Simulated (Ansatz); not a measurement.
The same hydrolysis along the group Mg, Zn, Cd.

Gas-phase electronic energies from Ansatz, PBE0-D4/def2-TZVP geometries. CBS: MP2 limit from def2 TZ/QZ plus the TZ coupled-cluster correction, frozen cores. This one scheme is used for every species. DFT in def2-TZVPP. Elements past krypton have def2 core potentials. For Cd, Mg, Zn outer-core shells are correlated without core-valence functions, which leaves a few kJ/mol of doubt a bond. Scalar relativity is left out up to krypton. Each species was taken in one conformer, which may not be the lowest.

```tsv
reaction	MP2/CBS(def2) (kJ/mol)	B97M-V (kJ/mol)	CCSD(T)/CBS(def2) (kJ/mol)
`C[O][Mg][Cl]` + H₂O → `C[O][Mg][OH]` + HCl	84	89	85
`C[O][Zn][Cl]` + H₂O → `C[O][Zn][OH]` + HCl	97	93	99
`C[O][Cd][Cl]` + H₂O → `C[O][Cd][OH]` + HCl	119	114	119
```

Largest T1 diagnostic: 0.017, for `C[O][Zn][OH]`.
